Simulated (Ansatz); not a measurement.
System: NbF3, charge 0, multiplicity 3. The spin state was set by rule; other spins were not relaxed. 
Geometry from a B3LYP-D3(BJ)/def2-TZVP (Ansatz, a program for electronic structure) optimisation:
SMILES: [Nb]([F])([F])[F]
```xyz
4

Nb     0.0575    -0.0105    -0.0104
F      1.8657    -0.3395    -0.3366
F     -0.9303    -0.4178     1.5486
F     -1.1974     0.8049    -1.1647
```
Charge 0, spin multiplicity 3.

Wanted: vertical singlet-triplet gap (E(singlet) - E(triplet); the singlet is one closed-shell determinant, which may describe it poorly; each state is the SCF solution reached for its spin; for the singlet the Hartree-Fock reference is unstable and T1 is 0.026), in eV. Cores are frozen in the correlated levels unless marked. Open shells are spin-unrestricted. No spin-orbit coupling. The frozen core is the preceding noble-gas configuration, with the filled d and f shells of earlier blocks. Past Kr the def2 sets carry scalar-relativistic core potentials. CBS marks a two-point X^-3 extrapolation of the correlation energy; Hartree-Fock from the larger set. The bracket is a focal-point correction in the basis named.

```json
[
 {"level": "HF/def2-TZVPPD", "program": "Ansatz", "vertical singlet-triplet gap (eV)": "0.99"},
 {"level": "PBE/def2-TZVPD", "program": "Ansatz", "vertical singlet-triplet gap (eV)": "0.33"},
 {"level": "CAM-B3LYP/def2-TZVPD", "program": "Ansatz", "vertical singlet-triplet gap (eV)": "0.37"},
 {"level": "RI-MP2/CBS(def2-TZVPPD,def2-QZVPPD)", "program": "Ansatz", "vertical singlet-triplet gap (eV)": "0.42"}
]
```

Q: Predict the RI-MP2/CBS(def2-TZVPPD,def2-QZVPPD)+[CCSD(T)-MP2]/def2-SVPD result (Ansatz).

A: 0.26 eV
